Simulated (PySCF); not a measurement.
Isomers of C4H9NSi2. Theory: PySCF, PBE0-D3(BJ)/def2-SVP geometry optimisation, gas phase. Energies are electronic, without zero-point or thermal terms, for one conformer each. No frequencies were run at this level. Point groups hold within 0.08 Å.

Problem. Rank from lowest to highest electronic energy at this level (kJ/mol).
A. `[N:1]#[C:2][C@@H:3]1[CH2:4][Si@@H:5]1[CH2:6][SiH3:7]` with C4–Si5–C6–Si7 -136°
B. `[N:1]#[C:2][C@@H:3]1[CH2:4][CH2:5][SiH2:6][SiH2:7]1` with C2–C3–C4–C5 -65°, C3–C4–C5–Si6 -53°, C4–C5–Si6–Si7 25°, C5–Si6–Si7–C3 2°
C. `[Si]1(C)(C#N)C[SiH2]C1`
D. `[CH:1]#[C:2][C@H:3]1[CH2:4][SiH2:5][NH:6][SiH2:7]1` with C2–C3–C4–Si5 164°, C3–C4–Si5–N6 -29°, C4–Si5–N6–Si7 8°, Si5–N6–Si7–C3 11°
E. `[SiH3:1][SiH2:2][n:3]1[cH:4][cH:5][cH:6][cH:7]1` with Si1–Si2–N3–C4 -130°
F. `[N:1]#[C:2][Si@@H:3]([SiH3:4])[CH:5]1[CH2:6][CH2:7]1` with C2–Si3–C5–C6 84°

Solution. C (0.0), E (36.5), B (68.1), D (90.1), F (148.6), A (159.4).

As drawn, the lowest has a four-membered ring, which the highest lacks; the highest has a three-membered ring, which the lowest lacks.

```csv
SMILES,E (Eh),E rel (kJ/mol),dipole (D),point group,"A, B, C (MHz)"
C[Si]1(C#N)C[SiH2]C1,-790.77286,0.0,3.78,Cs,"2606, 1286, 1096"
[SiH3][SiH2]n1cccc1,-790.75896,36.5,1.41,C1,"4118, 993.5, 876.3"
N#C[C@@H]1CC[SiH2][SiH2]1,-790.74690,68.1,3.72,C1,"2466, 1462, 1230"
C#C[C@H]1C[SiH2]N[SiH2]1,-790.73854,90.1,1.05,C1,"3348, 1279, 974.0"
N#C[Si@@H]([SiH3])C1CC1,-790.71625,148.6,4.04,C1,"1909, 1307, 831.9"
N#C[C@@H]1C[Si@@H]1C[SiH3],-790.71213,159.4,4.28,C1,"2365, 1295, 934.2"
```

Problem. How do the relative energies change in single points at PBE0/pcSseg-1 (no added dispersion term) on the same geometries?

Solution. 
| SMILES | PBE0-D3(BJ)/def2-SVP (kJ/mol) | PBE0/pcSseg-1 (kJ/mol) | shift |
| --- | --- | --- | --- |
| C[Si]1(C#N)C[SiH2]C1 | 0.0 | 0.0 | 0.0 |
| [SiH3][SiH2]n1cccc1 | 36.5 | 58.5 | +22.0 |
| N#C[C@@H]1CC[SiH2][SiH2]1 | 68.1 | 81.7 | +13.6 |
| C#C[C@H]1C[SiH2]N[SiH2]1 | 90.1 | 101.9 | +11.8 |
| N#C[Si@@H]([SiH3])C1CC1 | 148.6 | 151.7 | +3.1 |
| N#C[C@@H]1C[Si@@H]1C[SiH3] | 159.4 | 167.6 | +8.2 |

Each column counts from its own lowest isomer. The order is unchanged; the largest shift is 22.0 kJ/mol.
